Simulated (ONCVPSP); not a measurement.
## zinc (Zn) ONCV: all-electron and pseudo phase curves

| Property | Result |
| --- | --- |
| Element | zinc |
| Generator | ONCVPSP 4.0.1 |
| Type | optimised norm-conserving Vanderbilt (ONCV) |
| Functional | LDA (Perdew-Zunger) |
| Relativity | scalar-relativistic |
| Frozen core | [Ne] |
| Valence charge | 20 |
| Reference configuration | 3s2 3p6 3d10 4s1 (charge +1) |
| Partial waves | 3s+4s: rc 1.10 bohr, ncon 3, nbas 7, qcut 13.8 1/bohr, 3 projectors, debl 3.2 Ha; 3p: rc 0.85 bohr, ncon 5, nbas 10, qcut 13.8 1/bohr, 3 projectors, debl 1.2 Ha; 3d: rc 1.15 bohr, ncon 5, nbas 10, qcut 11.9 1/bohr, 2 projectors, debl 1 Ha |
| Local potential | polynomial inside 0.55 bohr (lpopt 5, dvloc0 4 Ha) |
| Core correction | none |

In the p channel the program set the typed energies aside and used -3.419, 0.250, 1.450 Ha.

The phase is arctan(r·R′/R) of the radial function R(r), unwrapped; energies in Ha, scanned from -7 to 5 Ha. A pole is an energy at which the radial function vanishes at the test radius. The pseudo phase is shifted by a multiple of π to meet the all-electron one at the reference energy, and phase errors are pseudo minus all-electron; the curves can meet again beyond the range given. Levels narrower than the energy grid can be missing from the lists of poles.

Task: For each channel, where are the poles, and over which energies does the pseudopotential scatter like the atom?

Result:

| channel | radius (bohr) | reference energy (Ha) | poles, all-electron | poles, pseudo | unbroken range about the reference energy with phases within 0.05 rad | phase error 1 Ha above the reference energy (rad) |
| --- | --- | --- | --- | --- | --- | --- |
| s | 1.12 | -0.53 | -4.11 | -4.11 | the whole range | +0.000 |
| p | 0.87 | -3.42 | 0.63 | 0.63 | the whole range | +0.000 |
| d | 1.17 | -0.74 | 0.38 | 0.38 | the whole range | -0.000 |

Phases in the d channel:

| E (Ha) | all-electron | pseudo |
| --- | --- | --- |
| -6.96 | 1.261 | 1.260 |
| -6.64 | 1.250 | 1.250 |
| -6.32 | 1.238 | 1.238 |
| -6.00 | 1.224 | 1.224 |
| -5.68 | 1.209 | 1.209 |
| -5.36 | 1.192 | 1.192 |
| -5.04 | 1.172 | 1.172 |
| -4.72 | 1.149 | 1.149 |
| -4.40 | 1.122 | 1.122 |
| -4.08 | 1.090 | 1.089 |
| -3.76 | 1.049 | 1.049 |
| -3.44 | 0.998 | 0.998 |
| -3.12 | 0.931 | 0.931 |
| -2.80 | 0.840 | 0.840 |
| -2.48 | 0.708 | 0.707 |
| -2.16 | 0.507 | 0.506 |
| -1.84 | 0.195 | 0.195 |
| -1.52 | -0.240 | -0.241 |
| -1.20 | -0.689 | -0.689 |
| -0.88 | -1.023 | -1.023 |
| -0.56 | -1.242 | -1.242 |
| -0.24 | -1.389 | -1.389 |
| 0.08 | -1.494 | -1.494 |
| 0.40 | -1.576 | -1.576 |
| 0.72 | -1.643 | -1.643 |
| 1.04 | -1.704 | -1.704 |
| 1.36 | -1.760 | -1.760 |
| 1.68 | -1.817 | -1.817 |
| 2.00 | -1.876 | -1.876 |
| 2.32 | -1.941 | -1.942 |
| 2.64 | -2.017 | -2.018 |
| 2.96 | -2.109 | -2.110 |
| 3.28 | -2.224 | -2.226 |
| 3.60 | -2.374 | -2.377 |
| 3.92 | -2.571 | -2.576 |
| 4.24 | -2.825 | -2.833 |
| 4.56 | -3.123 | -3.135 |
| 4.88 | -3.425 | -3.439 |
